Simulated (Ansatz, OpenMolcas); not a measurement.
# How basis sets differ on C2H5FSi (SMILES F/C=C/[SiH3])

C2H5FSi has 9 atoms, charge 0, and is taken as a singlet. As SMILES, `F/C=C/[SiH3]`. The coordinates come from a PBE0-D4/def2-TZVP relaxation.

Each level gives the HOMO–LUMO gap (eV). The values are calculated.

```csv
level,kind,program,value (eV)
HF/ANO-R0 (sfX2C),Hartree–Fock,OpenMolcas,14.60
HF/ANO-RCC-MB (DKH2),Hartree–Fock,OpenMolcas,15.76
HF/STO-3G,Hartree–Fock,OpenMolcas,16.46
HF/3-21G,Hartree–Fock,Ansatz,14.47
HF/6-31G,Hartree–Fock,OpenMolcas,14.36
HF/cc-pVDZ,Hartree–Fock,OpenMolcas,14.36
```

The values span 14.36 to 16.46 eV. A Hartree–Fock LUMO above zero doesn't converge with the basis: it sinks as sets grow more diffuse. Orbital gaps aren't excitation energies.
